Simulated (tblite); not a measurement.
Species: C₇H₁₇AlO.
Geometry (GFN2-xTB, Å), atoms numbered from 1 in this order:
```
atom  x, y, z in Å
C1     2.9005    1.0121   -0.7508
C2     1.4551    0.5415   -0.6536
C3     1.3140   -0.5750    0.3764
C4    -0.1114   -1.0924    0.5451
C5    -0.7276   -1.7167   -0.7268
C6    -1.9391   -0.8302   -1.0248
C7    -2.2629   -0.2862    0.3570
O8    -0.9874   -0.0236    0.9175
Al9   -0.9196    1.7454    1.5347
H10    3.5536    0.1948   -1.0525
H11    2.9921    1.8131   -1.4797
H12    3.2393    1.3864    0.2117
H13    1.1193    0.2008   -1.6353
H14    0.8247    1.3838   -0.3476
H15    1.9475   -1.4230    0.1047
H16    1.6467   -0.1956    1.3445
H17   -0.1213   -1.8289    1.3620
H18   -0.0176   -1.7332   -1.5504
H19   -1.0405   -2.7422   -0.5292
H20   -2.7674   -1.3761   -1.4696
H21   -1.6596   -0.0047   -1.6798
H22   -2.7918   -1.0276    0.9678
H23   -2.8210    0.6518    0.3511
H24    0.5239    1.8132    2.1394
H25   -2.1371    1.6393    2.5337
H26   -1.2334    2.4957    0.1676
```

Computed with GFN2-xTB (tblite): harmonic, unscaled wavenumbers at the GFN2-xTB geometry, gas phase. The method is semi-empirical: single wavenumbers can be off by several per cent or more. Modes of hydrogen on aluminium can be 10 to 20 % off. One conformer, not necessarily the lowest.

Harmonic wavenumbers (cm⁻¹): 54.1, 76.0, 113.6, 119.4, 173.7, 216.7, 242.1, 253.6, 275.1, 309.3, 335.1, 343.8, 511.4, 523.7, 567.9, 613.0, 675.1, 768.4, 776.0, 791.4, 811.1, 829.6, 876.4, 884.2, 914.8, 959.1, 973.9, 990.1, 1045.2, 1060.8, 1077.4, 1094.8, 1108.1, 1139.5, 1145.0, 1168.2, 1181.4, 1212.1, 1237.6, 1275.7, 1280.6, 1287.8, 1291.3, 1306.2, 1313.4, 1327.0, 1366.7, 1415.7, 1450.8, 1458.3, 1463.2, 1473.4, 1493.2, 1500.4, 1503.3, 1575.6, 1640.4, 1680.7, 2873.0, 2916.7, 2930.9, 2970.7, 2973.7, 2974.7, 2987.1, 2995.6, 3008.8, 3022.0, 3031.0, 3035.9, 3044.9, 3048.6.

A = 1613, B = 1121, C = 789.8 MHz; mass 144.109 u (most abundant isotopes); point group C1, symmetry number 1.

**Question.** Zero-point energy?

**Answer.** ½Σν̃ = 48183 cm⁻¹ = 576.40 kJ/mol.

**Question.** Give the ideal-gas entropy at 298.15 K and 1 bar in the rigid-rotor, harmonic-oscillator model (classical rotation).

**Answer.** Translation 170.85, rotation 124.68, vibration 140.04: S = 435.6 J/(mol K).

**Question.** And Cp and H(298.15 K) − H(0)?

**Answer.** Cp = 191.65 J/(mol K), of which vibrations give 158.39 (their classical limit is 72 R = 598.6); H(298.15 K) − H(0) = 32.74 kJ/mol without the zero-point energy, 22.83 from vibrations.

**Question.** Which modes carry the vibrational entropy at 298.15 K?

**Answer.** 54.1 cm⁻¹: 19.50; 76.0 cm⁻¹: 16.70; 113.6 cm⁻¹: 13.42; 119.4 cm⁻¹: 13.01; 173.7 cm⁻¹: 10.02; 216.7 cm⁻¹: 8.31 J/(mol K); the other 66 give 59.08 together.

**Question.** Blend soft modes into free rotors: weight 1/[1 + (100 cm⁻¹/ν̃)⁴] for the oscillator and the rest for a rotor with moment μB/(μ + B), μ = h/(8π²ν), B = 10⁻⁴⁴ kg m². What vibrational entropy results?

**Answer.** 131.48 J/(mol K) in place of 140.04, which changes −T·S at 298.15 K by +2.55 kJ/mol.

Hindered rotation and anharmonicity are outside this model. Other conformers, if any are populated, would add a mixing term that is left out. The structure is chiral; the term R ln 2 for an equal mix with its mirror image is left out.

Hardware: Arm Neoverse V2, one thread, no GPU, on a shared host. Cost: 1.1 s. The figure is for the frequency step alone.
